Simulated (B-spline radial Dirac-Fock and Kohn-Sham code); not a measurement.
**Photoabsorption cross section of Os⁷⁺ by shell**

System: the Os⁷⁺ ion, [Xe] 4f14 5d1.

These are calculated numbers from an atomic code on a B-spline grid; the model is Dirac-Hartree-Slater photoionisation with all multipoles and Dirac-Fock thresholds.

Computed thresholds (eV): K 73983.7, L1 13091.3, L2 12502.9, L3 10988.9, M1 3173.1, M2 2912.6, M3 2578.4, M4 2147.8, M5 2076.8, N1 778.0, N2 668.2, N3 589.6, N4 409.2, N5 394.7, N6 164.8, N7 162.1, O1 201.9, O2 163.3, O3 149.5, O4 101.0, O5 99.34.

```
photon energy (eV)  total (b)  K (%)  L (%)  M (%)  N (%)  O (%)
              1000  1.273e+06      –      –      –   95.7    4.3
              1400     655500      –      –      –   95.0    5.0
              1510     560200      –      –      –   94.8    5.2
              2010     303800      –      –      –   93.9    6.1
            2984.4     622700      –      –   79.9   18.6    1.5
            5414.7     152600      –      –   80.1   18.0    1.9
              6000     117900      –      –   80.0   18.0    2.0
             11500      56960      –   61.4   30.6    7.1    1.0
             30000       7308      –   76.9   18.1    4.3    0.7
             31300       6517      –   76.9   18.1    4.3    0.7
             35300       4704      –   76.9   18.0    4.3    0.7
           59318.2       1131      –   77.1   17.8    4.3    0.8
             80000       2477   80.1   15.3    3.5    0.9    0.2
```
